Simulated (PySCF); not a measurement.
**Ti(OH)₂ + 2 HF → TiF₂ + 2 H₂O**

Level: PBE0 in the def2-TZVP basis family, all electrons, no relativity, computed in PySCF with density fitting; open shells unrestricted.

```csv
species,state and structure,ZPE (kJ/mol),H(298 K) − H(0) (kJ/mol),S° (J/(mol K))
Ti(OH)₂,"triplet, C2v, O–H 0.952 Å (×2), Ti–O 1.813 Å (×2); H–O–Ti 167.3° (×2), O–Ti–O 162.0°",67.0,15.6,293.7
HF,"singlet, C∞v, H–F 0.920 Å",24.9,8.7,173.6
TiF₂,"triplet, C2v, Ti–F 1.792 Å (×2); F–Ti–F 139.4°",9.0,12.4,279.9
H₂O,"singlet, C2v, O–H 0.960 Å (×2); H–O–H 105.1°",56.5,9.9,188.7
```

Question: Is the gas-phase reaction uphill or downhill in electronic energy at this level, and by how much?

Answer: At PBE0/def2-TZVP, ΔE = -88.6 kJ/mol, downhill. 

Question: Add zero-point, thermal and entropy terms for 298.15 K and 1 bar.

Answer: ΔZPE = 5.2 and Δ[H(298) − H(0)] = -0.8 kJ/mol give ΔH° = -84.2 kJ/mol. ΔS° = 16.4 J/(mol K), so ΔG° = -84.2 − 298.15 × (0.0164) = -89 kJ/mol and log₁₀K = 15.6.

Open d or f shells are single determinants, so the state found may not be the ground state. Only the bonding shown was studied: isomers, or loss of a ligand pair, can lie lower.
